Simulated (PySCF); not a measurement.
BeCl₂. Atoms are numbered in the order given.

```xyz
3

Be     0.0000     0.0000     0.0000
Cl     0.0000     0.0000    -1.8041
Cl     0.0000     0.0000     1.8041
```
Charge 0, spin multiplicity 1.

Geometry: B3LYP-D3(BJ)/def2-TZVP. The isomer is the one that the SMILES or the coordinates give; other isomers of the formula were not compared.

All values below come from PBE0/pcSseg-2 (PySCF).

GIAO shieldings, no solvent; atoms alike by connectivity are averaged. δ = σ(ref) − σ: ³⁵Cl against HCl (σ = 943.3 ppm), references at their B3LYP-D3(BJ)/def2-TZVP geometries, non-relativistic (without spin–orbit terms, shifts of atoms bonded to Cl or Br come out too high).

```tsv
nucleus	atoms	count	δ (ppm)
³⁵Cl	Cl2, Cl3	2	-27.7
```
